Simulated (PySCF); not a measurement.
Molecule (SMILES): [SiH][SiH3] (SiH-SiH3) (closed-shell singlet).
Geometry (B3LYP-D3(BJ)/def2-TZVP, fixed):
```
Si
H 1 1.4846
H 1 1.4893 2 107.80
H 1 1.4893 2 107.80 3 -116.32
Si 1 2.3971 2 114.30 3 121.84
H 5 1.5236 1 88.28 2 -180.00
```

Basis-set convergence of the mean static polarisability at PBE0 with PySCF. All functions are spherical. Density fitting with generated auxiliary sets. In sets without p functions on hydrogen, species with hydrogen take exact integrals. No added dispersion term, no relativity. Reference: the value in aug-pcseg-2, 68.63 bohr³, itself unsure by roughly 0.3 % (its distance from aug-cc-pV(T+d)Z). Deviations are taken from unrounded values.

```json
[
 {"basis": "6-31G*", "functions": "44", "mean static polarisability (bohr³)": "55.01"},
 {"basis": "6-31+G*", "functions": "52", "mean static polarisability (bohr³)": "59.61"},
 {"basis": "def2-SVP", "functions": "56", "mean static polarisability (bohr³)": "57.64"},
 {"basis": "def2-SVPD", "functions": "80", "mean static polarisability (bohr³)": "66.93"},
 {"basis": "pcseg-1", "functions": "56", "mean static polarisability (bohr³)": "58.81"},
 {"basis": "aug-pcseg-1", "functions": "90", "mean static polarisability (bohr³)": "67.52"},
 {"basis": "cc-pV(D+d)Z", "functions": "66", "mean static polarisability (bohr³)": "59.33"},
 {"basis": "aug-cc-pV(D+d)Z", "functions": "100", "mean static polarisability (bohr³)": "68.62"},
 {"basis": "6-311G**", "functions": "76", "mean static polarisability (bohr³)": "59.90"},
 {"basis": "6-311+G**", "functions": "84", "mean static polarisability (bohr³)": "62.23"},
 {"basis": "def2-TZVP", "functions": "98", "mean static polarisability (bohr³)": "63.92"},
 {"basis": "def2-TZVPD", "functions": "122", "mean static polarisability (bohr³)": "68.37"},
 {"basis": "pcseg-2", "functions": "124", "mean static polarisability (bohr³)": "62.65"},
 {"basis": "aug-pcseg-2", "functions": "192", "mean static polarisability (bohr³)": "68.63"},
 {"basis": "cc-pV(T+d)Z", "functions": "134", "mean static polarisability (bohr³)": "64.19"},
 {"basis": "aug-cc-pV(T+d)Z", "functions": "202", "mean static polarisability (bohr³)": "68.86"},
 {"basis": "def2-TZVPP", "functions": "140", "mean static polarisability (bohr³)": "64.27"},
 {"basis": "def2-TZVPPD", "functions": "164", "mean static polarisability (bohr³)": "68.50"},
 {"basis": "def2-QZVPP", "functions": "260", "mean static polarisability (bohr³)": "67.21"},
 {"basis": "def2-QZVPPD", "functions": "284", "mean static polarisability (bohr³)": "68.88"}
]
```

What the diffuse functions change, pair by pair:
- 6-31G* to 6-31+G*: 8 more functions, deviation -19.9 to -13.1 %
- def2-SVP to def2-SVPD: 24 more functions, deviation -16.0 to -2.5 %
- pcseg-1 to aug-pcseg-1: 34 more functions, deviation -14.3 to -1.6 %
- cc-pV(D+d)Z to aug-cc-pV(D+d)Z: 34 more functions, deviation -13.6 to 0.0 %
- 6-311G** to 6-311+G**: 8 more functions, deviation -12.7 to -9.3 %
- def2-TZVP to def2-TZVPD: 24 more functions, deviation -6.9 to -0.4 %
- pcseg-2 to aug-pcseg-2: 68 more functions, deviation -8.7 to 0.0 %
- cc-pV(T+d)Z to aug-cc-pV(T+d)Z: 68 more functions, deviation -6.5 to 0.3 %
- def2-TZVPP to def2-TZVPPD: 24 more functions, deviation -6.4 to -0.2 %
- def2-QZVPP to def2-QZVPPD: 24 more functions, deviation -2.1 to 0.4 %

Leaving out the reference's own pair, they bring the value nearer the reference by more than 0.3 % in 9 of 9 pairs.
